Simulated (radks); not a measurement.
Results of a calculation; reference values are marked as such.
Task: The mean radii <r> (bohr) of the occupied orbitals of an atom or ion are listed with their occupations. Code: a radial shooting solver on a logarithmic mesh with Libxc functionals. Model: scalar-relativistic Kohn-Sham, MS2 meta-GGA, spin-polarised, spherical densities, finite nucleus; meta-GGA in the generalised Kohn-Sham scheme; Fermi nuclear charge, rms radius of each element as measured or else 0.836 A^(1/3) + 0.57 fm.

orbital  occ.      <r>
1s up       1  0.04272
1s down     1  0.04272
2s up       1   0.1891
2s down     1   0.1891
2p up       3   0.1654
2p down     3   0.1654
3s up       1   0.5489
3s down     1   0.5490
3p up       3   0.5623
3p down     3   0.5621
3d up       5   0.5863
3d down     5   0.5849
4s up       1    1.512
4s down     1    1.508
4p up       1    1.688

Name the element and its charge. Open shells, if any, are filled with parallel spins first.

Result: Z = 35, bromine, charge +4: Br4+ in [Ar] 3d10 4s2 4p1. The 1s radius gives Z: for a bare nucleus <r> = (2 gamma + 1)/(2Z) with gamma = sqrt(1 - (Z/c)^2), 0.04191 bohr for Z = 35, and screening makes it slightly larger (0.04272 here). The occupations add up to 31, and the charge is Z minus that.
